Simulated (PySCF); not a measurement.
Compound: 2-penten-4-olide, C5H6O2.
Z-matrix (Å and degrees, PBE0-D3(BJ)/def2-SVP geometry), rows numbered from 1:
```
C 
C   1  1.5167
C   2  1.4988  1  114.58
C   3  1.3343  2  109.11  1   120.66
C   4  1.4837  3  108.29  2     0.15
O   5  1.1948  4  129.82  3   179.91
O   5  1.3625  4  107.21  3    -0.14
H   1  1.1000  2  110.50  3    64.25
H   1  1.0988  2  110.05  3  -175.86
H   1  1.0997  2  110.23  3   -56.07
H   2  1.1066  1  109.59  3  -124.09
H   3  1.0914  2  123.09  1   -59.08
H   4  1.0887  3  129.18  2  -179.68
```

The calculation used core-valence-separated Tamm–Dancoff BHandHLYP/aug-pcX-1 (pcseg-1 on H) in PySCF, non-relativistic, gas phase, PBE0-D3(BJ)/def2-SVP geometry. Absolute energies from this functional tend to lie a few eV below measured edges; no shift was applied.

(1) Give energies, oscillator strengths and core holes at the C K edge.

(2) Give energies, oscillator strengths and core holes at the O K edge.

Answers

(1) 
```
E (eV)       f  core hole on        main final orbital                        polarisation
282.30  0.0645            C3               LUMO (83 %)  normal to the local trigonal plane
282.59  0.0488            C4               LUMO (82 %)  normal to the local trigonal plane
285.15  0.0766            C5               LUMO (54 %)  normal to the local trigonal plane
285.26  0.0015            C1               LUMO (95 %)                                   –
285.71  0.0187            C1             LUMO+1 (59 %)                                   –
286.40  0.0284       C1 + C2  LUMO (2 roots, f summed)                                   –
286.44  0.0117            C4             LUMO+1 (39 %)         in the local trigonal plane
286.47  0.0222            C3             LUMO+1 (61 %)         in the local trigonal plane
286.51  0.0311            C1                    spread                                   –
287.02  0.0053            C1                    spread                                   –
287.05  0.0162            C4            LUMO+10 (35 %)  normal to the local trigonal plane
287.48  0.0387            C2             LUMO+1 (36 %)                                   –
287.53  0.0031            C4             LUMO+1 (54 %)         in the local trigonal plane
287.55  0.0051            C1                    spread                                   –
287.76  0.0010            C4             LUMO+3 (43 %)                                   –
287.79  0.0014            C3             LUMO+3 (57 %)                               mixed
287.88  0.0030            C4                    spread                               mixed
287.88  0.0008            C1             LUMO+4 (44 %)                                   –
287.92  0.0016            C3             LUMO+2 (41 %)                               mixed
287.94  0.0070            C1             LUMO+8 (34 %)                                   –
288.07  0.0457            C2                    spread                                   –
288.10  0.0044            C3             LUMO+4 (36 %)                               mixed
```

The first line with a tenth or more of the strongest one's intensity is at 282.30 eV (f = 0.065), with the hole on C3 (alkene CH carbon), polarised normal to the local trigonal plane: a 1s→π* resonance. The strongest listed is at 285.15 eV (f = 0.077; C5, 1s→π*).

(2) 
| E (eV) | f | core hole on | main final orbital | polarisation |
| --- | --- | --- | --- | --- |
| 529.16 | 0.0416 | O6 | LUMO (63 %) | normal to the local trigonal plane |
| 532.48 | 0.0135 | O7 | LUMO (81 %) | – |
| 533.57 | 0.0001 | O6 | LUMO+4 (44 %) | – |
| 533.99 | 0.0032 | O6 | LUMO (32 %) | normal to the local trigonal plane |
| 534.17 | 0.0002 | O6 | LUMO+1 (79 %) | – |
| 534.37 | 0.0018 | O6 | LUMO+2 (50 %) | in the local trigonal plane |
| 534.44 | 0.0004 | O6 | LUMO+3 (64 %) | – |
| 534.77 | 0.0216 | O7 | spread | – |
| 534.94 | 0.0037 | O6 | spread | in the local trigonal plane |
| 534.99 | 0.0142 | O7 | spread | – |
| 535.10 | 0.0023 | O6 | spread | in the local trigonal plane |

The first line with a tenth or more of the strongest one's intensity is at 529.16 eV (f = 0.042), with the hole on O6 (ester carbonyl oxygen), polarised normal to the local trigonal plane: a 1s→π* resonance. It is also the strongest listed.

Roots within 0.03 eV whose holes lie on the same, on equivalent or on shared atoms are summed into one line, and the highest roots are left out, as the search may have cut off their partners. Final orbitals are the ground state's empty Kohn–Sham orbitals. A dash: too weak, shared between unlike atoms, or no plane or axis to refer to.

What is the summed oscillator strength of the listed C K lines, and their intensity-weighted mean energy?

Σf = 0.437 over 22 lines from 282.30 to 288.10 eV; the weighted mean is 285.52 eV. The strongest line holds 18 % of the sum.

The ionisation thresholds weren't computed; near and above them a finite basis only mimics Rydberg series and continuum.

Cost: about 50 s of CPU time on one thread; the machine was shared, so the figure is rough.
